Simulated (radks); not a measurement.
The nuclear charge of neutral carbon is varied continuously with 6 electrons held in [He] 2s2 2p2. All-electron calculation, non-relativistic Kohn-Sham, LDA (Slater exchange, Perdew-Wang correlation), spin-unpolarised, spherical densities, point nucleus. Program: a radial shooting solver on a logarithmic mesh with Libxc functionals. By the Hellmann-Feynman theorem dE/dZ = E(electron-nucleus)/Z, the electronic potential at the nucleus.

Z = 5.8: E (hartree) -34.56780; E(electron-nucleus)/Z (hartree) -13.9799; HOMO 2p; e(HOMO) (eV) -3.244; <r> HOMO (bohr) 1.970
Z = 5.9: E (hartree) -35.98095; E(electron-nucleus)/Z (hartree) -14.2829; HOMO 2p; e(HOMO) (eV) -4.291; <r> HOMO (bohr) 1.877
Z = 6: E (hartree) -37.42437; E(electron-nucleus)/Z (hartree) -14.5855; HOMO 2p; e(HOMO) (eV) -5.419; <r> HOMO (bohr) 1.794
Z = 6.1: E (hartree) -38.89804; E(electron-nucleus)/Z (hartree) -14.8878; HOMO 2p; e(HOMO) (eV) -6.625; <r> HOMO (bohr) 1.720
Z = 6.2: E (hartree) -40.40192; E(electron-nucleus)/Z (hartree) -15.1898; HOMO 2p; e(HOMO) (eV) -7.908; <r> HOMO (bohr) 1.652
Z = 6.3: E (hartree) -41.93599; E(electron-nucleus)/Z (hartree) -15.4915; HOMO 2p; e(HOMO) (eV) -9.266; <r> HOMO (bohr) 1.591
Z = 6.4: E (hartree) -43.50022; E(electron-nucleus)/Z (hartree) -15.7931; HOMO 2p; e(HOMO) (eV) -10.699; <r> HOMO (bohr) 1.535
Z = 6.5: E (hartree) -45.09461; E(electron-nucleus)/Z (hartree) -16.0946; HOMO 2p; e(HOMO) (eV) -12.206; <r> HOMO (bohr) 1.483
Z = 6.6: E (hartree) -46.71913; E(electron-nucleus)/Z (hartree) -16.3959; HOMO 2p; e(HOMO) (eV) -13.785; <r> HOMO (bohr) 1.435
Z = 6.7: E (hartree) -48.37378; E(electron-nucleus)/Z (hartree) -16.6971; HOMO 2p; e(HOMO) (eV) -15.437; <r> HOMO (bohr) 1.390
Z = 6.8: E (hartree) -50.05854; E(electron-nucleus)/Z (hartree) -16.9981; HOMO 2p; e(HOMO) (eV) -17.161; <r> HOMO (bohr) 1.349
Z = 6.9: E (hartree) -51.77340; E(electron-nucleus)/Z (hartree) -17.2991; HOMO 2p; e(HOMO) (eV) -18.956; <r> HOMO (bohr) 1.310
Z = 7: E (hartree) -53.51836; E(electron-nucleus)/Z (hartree) -17.6000; HOMO 2p; e(HOMO) (eV) -20.823; <r> HOMO (bohr) 1.273

The central difference of E at Z = 6 is -14.585 hartree, to compare with the third column; the second derivative is -3.02 hartree.
